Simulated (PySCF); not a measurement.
C3H7FSSi.
Numbering: `[CH2:1]=[C:2]([SiH2:3][F:4])[S:5][CH3:6]` (hydrogens: H7, H8 on C1; H9, H10 on Si3; H11, H12, H13 on C6)

The same species was optimised twice, with GFN2-xTB and with PBE0-D3(BJ)/def2-SVP (PySCF), and the same property calculations (PySCF, gas phase) were run on both structures.

| coordinate | GFN2-xTB | PBE0-D3(BJ)/def2-SVP | change |
| --- | --- | --- | --- |
| S5–C6 (Å) | 1.817 | 1.798 | -0.019 |
| C2–S5 (Å) | 1.767 | 1.751 | -0.016 |
| Si3–F4 (Å) | 1.612 | 1.628 | +0.016 |
| C1=C2 (Å) | 1.329 | 1.344 | +0.015 |
| C2–Si3 (Å) | 1.887 | 1.875 | -0.012 |
| C1–C2–Si3 (°) | 123.5 | 118.9 | -4.6 |
| C1–C2–S5 (°) | 124.3 | 126.9 | +2.6 |
| Si3–C2–S5 (°) | 112.2 | 114.2 | +2.0 |
| C2–S5–C6 (°) | 104.1 | 103.1 | -1.0 |
| C2–Si3–F4 (°) | 105.9 | 106.7 | +0.8 |
| C1–C2–Si3–F4 (°) | 1 | 1 | 0 |
| C1–C2–S5–C6 (°) | 0 | -1 | -1 |

Rotational constants: A = 5633, B = 1196, C = 1005 MHz (GFN2-xTB) against A = 5628, B = 1201, C = 1008 MHz (PBE0-D3(BJ)/def2-SVP).

On the GFN2-xTB structure: HOMO (eV) -6.50 [PBE0/pcSseg-1]; LUMO (eV) -0.35 [PBE0/pcSseg-1]; dipole (D) 2.19 [PBE0/pcSseg-1]; GIAO shielding of C1 (ppm) 65.7 [PBE0/pcSseg-1]; GIAO shielding of C2 (ppm) 36.8 [PBE0/pcSseg-1]; GIAO shielding of Si3 (ppm) 359.5 [PBE0/pcSseg-1]; GIAO shielding of F4 (ppm) 402.4 [PBE0/pcSseg-1]; GIAO shielding of S5 (ppm) 482.9 [PBE0/pcSseg-1]; GIAO shielding of C6 (ppm) 168.8 [PBE0/pcSseg-1].

Task: What do these properties become on the PBE0-D3(BJ)/def2-SVP structure?

Result: 
| property | level | on GFN2-xTB | on PBE0-D3(BJ)/def2-SVP | change |
| --- | --- | --- | --- | --- |
| HOMO (eV) | PBE0/pcSseg-1 | -6.50 | -6.53 | -0.03 |
| LUMO (eV) | PBE0/pcSseg-1 | -0.35 | -0.43 | -0.08 |
| dipole (D) | PBE0/pcSseg-1 | 2.19 | 2.26 | +0.07 |
| energy, GFN2-xTB geometry as zero (kcal/mol) | PBE0/pcSseg-1 | 0.0 | -1.6 | -1.6 |
| GIAO shielding of C1 (ppm) | PBE0/pcSseg-1 | 65.7 | 61.6 | -4.1 |
| GIAO shielding of C2 (ppm) | PBE0/pcSseg-1 | 36.8 | 35.9 | -0.9 |
| GIAO shielding of Si3 (ppm) | PBE0/pcSseg-1 | 359.5 | 360.8 | +1.3 |
| GIAO shielding of F4 (ppm) | PBE0/pcSseg-1 | 402.4 | 400.4 | -2.0 |
| GIAO shielding of S5 (ppm) | PBE0/pcSseg-1 | 482.9 | 492.0 | +9.1 |
| GIAO shielding of C6 (ppm) | PBE0/pcSseg-1 | 168.8 | 168.0 | -0.8 |

The heavy atoms differ by 0.038 Å rms after alignment. Among bonds between heavy atoms S5–C6 changes most (-0.019 Å). Changes are differences of the printed values. Neither structure is proved a minimum here.

Conformer computed: `[CH2:1]=[C:2]([SiH2:3][F:4])[S:5][CH3:6]`: C1–C2–Si3–F4 1°, C1–C2–S5–C6 -1°.
